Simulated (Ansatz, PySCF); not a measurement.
This Ansatz (a program for electronic structure) input computes a CAM-B3LYP/def2-TZVPD energy:

Ansatz 0.2 input:
```yaml
crystal:
  periodic: [false, false, false]
  atoms:
    - {symbol: In, position_ang: [-0.00000000, -0.00000000, -0.62875443]}
    - {symbol: Cl, position_ang: [0.00000000, 0.00000000, 1.81229218]}
basis:
  gaussian:
    orbitals: def2-TZVPD
hamiltonian:
  xc: {name: CAM-B3LYP}
output: {forces: true}
```

Write an input for the same energy in PySCF and say what it gives.


```python
from pyscf import gto, scf, dft

mol = gto.M(
    atom='''
    In   -0.00000000   -0.00000000   -0.62875443
    Cl    0.00000000    0.00000000    1.81229218
    ''',
    basis='def2-tzvpd',
    ecp='def2-tzvp',
    charge=0,
    spin=0,
    verbose=4,
)

mf = dft.RKS(mol, xc='camb3lyp').density_fit(auxbasis='def2-universal-jkfit')
mf.grids.level = 3
mf.conv_tol = 1e-9
mf.max_cycle = 100
mf.max_memory = 1500
mf.kernel()
if not mf.converged:
    mf = mf.newton()
    mf.kernel(mf.make_rdm1())
mf.analyze()
```
It gives -650.42510 Eh, and Ansatz -650.42505 Eh, a difference of 0.05 mEh, from the treatment of integrals and grids.
